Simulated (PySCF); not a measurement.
# How methods differ on the excitation energy of Tc²⁺

Tc²⁺ [Kr] 4d5 (6S) → Tc²⁺ [Kr] 4d4 5p1 (high-spin determinant), as a difference of total energies. Calculation: PySCF 2.14, in aug-cc-pVTZ-DK (9s8p6d3f2g, 102 functions); the spin-free X2C one-electron Hamiltonian (Gaussian nucleus). Correlated levels: valence: [Kr] frozen. The calculations carry no spin-orbit coupling.

| method | excitation energy (eV) |
| --- | --- |
| UHF | 11.159 |
| LDA | 10.995 |
| PBE | 10.977 |
| PBE0 | 11.203 |
| r2SCAN | 11.239 |
| TPSSh | 11.117 |
| B97-3 | 11.180 |
| MN15 | 11.208 |
| MP2 (valence) | 11.447 |
| SCS-MP2 (valence) | 11.255 |

Task: How much does correlation contribute at MP2 (valence)?

Result: 11.447 − (11.159) = 0.288 eV, measured against UHF.

A first-order spin-orbit estimate (lowest level to lowest level, LS coupling) adds -0.292 eV.

The determinant of the upper state mixes LS terms, which raises its energy above the lowest term, most at the Hartree-Fock and MP2 levels.
